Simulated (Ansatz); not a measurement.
Coupled-cluster diagnostics for the cluster NaPt₃⁺, Ansatz.

Geometry of the singlet (PBE0-D4/def2-SVP):

```tsv
atom	x (Å)	y (Å)	z (Å)
Na1	-1.9345	0.4133	0.1113
Pt2	0.7873	0.1536	1.3549
Pt3	0.8109	0.9005	-1.0052
Pt4	0.3363	-1.4674	-0.4610
```

In the def2 sets Pt takes a core potential; there is no spin–orbit coupling. Correlated methods freeze 1 core orbital; core or outer-core shells of Na, Pt are correlated, in sets that lack core-valence functions. The geometry of the singlet was relaxed on an unsound state (restricted singlet, unstable towards broken spin symmetry at other levels and untested here). The structure comes from a short search, and lower isomers may exist.

**Question.** Estimate the CCSD(T) correlation energy, the shares of MP2 and (T), T1 and the reference's ⟨S²⟩ for: charge 1, singlet, own geometry in def2-TZVP; and the rough time on 4 threads of AMD EPYC 7B13 on a shared host.

**Answer.** 
| state | basis | correlation (eV) | MP2 share (%) | (T) share (%) | T1 | ⟨S²⟩ (pure) | wall time | remarks |
| --- | --- | --- | --- | --- | --- | --- | --- | --- |
| charge 1, singlet, own geometry | def2-TZVP | -39.774 | 106.8 | 4.2 | 0.029 | 0.00 (0.00) | 1.9 min | restricted SCF unstable |
Customary marks for T1 are 0.02 (closed shells), 0.045 (open shells) and about 0.05 (3d metals). T1 exceeds 0.02 in 1 of 1 rows and 0.045 in 0; the higher it lies, the less the single-reference result can be trusted.
